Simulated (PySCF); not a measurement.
Dissociation curve of Au2, singlet.

UHF/def2-TZVP, def2 effective core potentials past Kr (PySCF); RHF/def2-TZVP, def2 effective core potentials past Kr (PySCF); UKS-M06-2X = unrestricted M06-2X/def2-TZVP, def2 effective core potentials past Kr (PySCF); RKS-M06-2X = restricted M06-2X/def2-TZVP, def2 effective core potentials past Kr in PySCF; UKS-LDA (SVWN5) = unrestricted LDA (SVWN5)/def2-TZVP, def2 effective core potentials past Kr in PySCF; RKS-LDA (SVWN5) = restricted LDA (SVWN5)/def2-TZVP, def2 effective core potentials past Kr (PySCF); UKS-PBE = unrestricted PBE/def2-TZVP, def2 effective core potentials past Kr run with PySCF 2.14.0; RKS-PBE = restricted PBE/def2-TZVP, def2 effective core potentials past Kr run with PySCF; UKS-B3LYP/LANL2DZ = unrestricted B3LYP/LANL2DZ, with its core potentials past Ne run with PySCF; RKS-B3LYP/LANL2DZ = PySCF with restricted B3LYP/LANL2DZ, with its core potentials past Ne.

Scanned distances (Å): 2.02, 2.14, 2.25, 2.37, 2.43, 2.52, 2.60, 2.70, 2.77, 2.96, 3.12, 3.40, 3.76, 4.14, 4.50, 5.07, 5.60, 6.13, 6.74, 7.62.

**Question.** Where does the unrestricted solution first break spin symmetry (<S²> of 0.01 or more)?

**Answer.** UHF: between 2.70 and 2.77 Å; UKS-M06-2X: between 2.77 and 2.96 Å; UKS-LDA (SVWN5): between 3.76 and 4.14 Å; UKS-PBE: between 3.76 and 4.14 Å; UKS-B3LYP/LANL2DZ: between 3.40 and 3.76 Å.

```csv
R / Å,<S²> UHF,E(RHF) − E(UHF) / mEh,<S²> UKS-M06-2X,E(RKS-M06-2X) − E(UKS-M06-2X) / mEh,<S²> UKS-LDA (SVWN5),E(RKS-LDA (SVWN5)) − E(UKS-LDA (SVWN5)) / mEh,<S²> UKS-PBE,E(RKS-PBE) − E(UKS-PBE) / mEh,<S²> UKS-B3LYP/LANL2DZ,E(RKS-B3LYP/LANL2DZ) − E(UKS-B3LYP/LANL2DZ) / mEh
2.02,0.00,0.0,0.00,0.0,0.00,0.0,0.00,0.0,0.00,0.0
2.14,0.00,0.0,0.00,0.0,0.00,0.0,0.00,0.0,0.00,0.0
2.25,0.00,0.0,0.00,0.0,0.00,0.0,0.00,0.0,0.00,0.0
2.37,0.00,0.0,0.00,0.0,0.00,0.0,0.00,0.0,0.00,0.0
2.43,0.00,0.0,0.00,0.0,0.00,0.0,0.00,0.0,0.00,0.0
2.52,0.00,0.0,0.00,0.0,0.00,0.0,0.00,0.0,0.00,0.0
2.60,0.00,0.0,0.00,0.0,0.00,0.0,0.00,0.0,0.00,0.0
2.70,0.00,0.0,0.00,0.0,0.00,0.0,0.00,0.0,0.00,0.0
2.77,0.11,0.2,0.00,0.0,0.00,0.0,0.00,0.0,0.00,0.0
2.96,0.43,3.1,0.07,0.1,0.00,0.0,0.00,0.0,0.00,0.0
3.12,0.61,7.8,0.30,1.2,0.00,0.0,0.00,0.0,0.00,0.0
3.40,0.80,18.4,0.59,5.6,0.00,0.0,0.00,0.0,0.00,0.0
3.76,0.91,33.5,0.81,13.8,0.00,0.0,0.00,0.0,0.45,1.5
4.14,0.96,48.3,0.92,23.2,0.07,0.0,0.37,0.6,0.77,6.3
4.50,0.99,60.5,0.96,31.5,0.59,1.4,0.72,2.9,0.90,11.4
5.07,1.00,75.8,0.99,42.2,0.90,5.0,0.93,7.0,0.98,17.8
5.60,1.00,86.3,1.00,49.2,0.97,7.6,0.98,9.7,0.99,21.6
6.13,1.00,94.3,1.00,54.1,0.99,9.2,1.00,11.3,1.00,24.1
6.74,1.01,101.1,1.00,58.0,1.00,10.2,1.00,12.3,1.00,25.9
7.62,1.01,108.0,1.00,61.4,1.00,10.7,1.00,13.0,1.00,27.5
```
